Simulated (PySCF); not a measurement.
1,2-dichloro-1,1,2,2-tetrafluoroethane (`FC(F)(Cl)C(F)(F)Cl`). Theory: PySCF 2.14.0, PBE0-D3(BJ)/def2-SVP geometry optimisation, gas phase.

```
atom  x, y, z in Å
F1     0.6788   -0.8855    1.3350
C2    -0.3039   -0.4202    0.5761
F3    -1.0103   -1.4512    0.1219
Cl4   -1.3428    0.6450    1.5132
C5     0.3036    0.3139   -0.6522
F6    -0.6800    0.7605   -1.4215
F7     1.0114   -0.5737   -1.3441
Cl8    1.3416    1.6440   -0.1579
```

**Question.** Which two atoms are farthest apart?

**Answer.** Cl4···F7 and F3···Cl8, 3.898 Å down to 3.897 Å.

**Question.** Work out the bond lengths C2–F3, C2–Cl4, C5–F6, C5–Cl8 in Å.

**Answer.** For C2–F3 the difference vector is (-0.7064, -1.0310, -0.4542) Å, of length 1.3298 Å. C2–F3 1.330; C2–Cl4 1.758; C5–F6 1.326; C5–Cl8 1.758 Å.

**Question.** Give the dihedral angles F1–C2–C5–F7, F1–C2–C5–Cl8, F1–C2–C5–F6.

**Answer.** F1–C2–C5–F7 61° (synclinal); F1–C2–C5–Cl8 -59° (synclinal); F1–C2–C5–F6 179° (antiperiplanar). Dihedral signs follow IUPAC: positive where, seen along the central bond, the front bond turns clockwise onto the rear one.

**Question.** How far apart are these pairs, which share no bond: C2···Cl8, F3···Cl4, F3···F6, F3···F7, Cl4···F6, F7···Cl8?

**Answer.** C2···Cl8 2.740 Å (2 bonds apart); F3···Cl4 2.538 Å (2 bonds apart); F3···F6 2.717 Å (3 bonds apart); F3···F7 2.647 Å (3 bonds apart); Cl4···F6 3.011 Å (3 bonds apart); F7···Cl8 2.537 Å (2 bonds apart).

**Question.** What are the angles F3–C2–Cl4, F1–C2–Cl4, Cl4–C2–C5, F6–C5–F7, C2–C5–Cl8?

**Answer.** From the scalar product of the two bond vectors; for F3–C2–Cl4 it is -0.7900 Å² over 1.3298 × 1.7584 Å², cos θ = -0.3378. F3–C2–Cl4 109.7°; F1–C2–Cl4 110.2°; Cl4–C2–C5 111.5°; F6–C5–F7 108.5°; C2–C5–Cl8 111.5°.

**Question.** Where is the centre of mass (commonest isotopes), and what is the radius of gyration?

**Answer.** Mass 169.931 u; centre at (0.000, 0.223, 0.127) Å; Rg = √(Σ m r²/M) = 1.807 Å. As Ia + Ib + Ic = 2 Σ m r², the three principal moments sum to 1109.5 u·Å².

**Question.** What is the repulsion energy of the bare nuclei, Σ ZA·ZB/RAB?

**Answer.** 616.71 Eh over 28 pairs, with full nuclear charges and distances in bohr; the largest single term is 46.12 Eh (Cl4 with Cl8).

**Question.** Write the matrix of distances between heavy atoms (Å, lower triangle).

**Answer.** 
```
F1    0.000
C2    1.326  0.000
F3    2.155  1.330  0.000
Cl4   2.542  1.758  2.538  0.000
C5    2.351  1.555  2.333  2.740  0.000
F6    3.486  2.351  2.717  3.011  1.326  0.000
F7    2.718  2.333  2.647  3.898  1.329  2.156  0.000
Cl8   3.011  2.740  3.897  3.316  1.758  2.542  2.537  0.000
```

No PBE0-D3(BJ)/def2-SVP frequencies stand behind this structure, so it isn't proved a minimum. One conformer, not necessarily the lowest.

Hardware: Arm Neoverse V1, one thread, no GPU, shared host. Cost: 42 s. That covers the optimisation of the geometry.
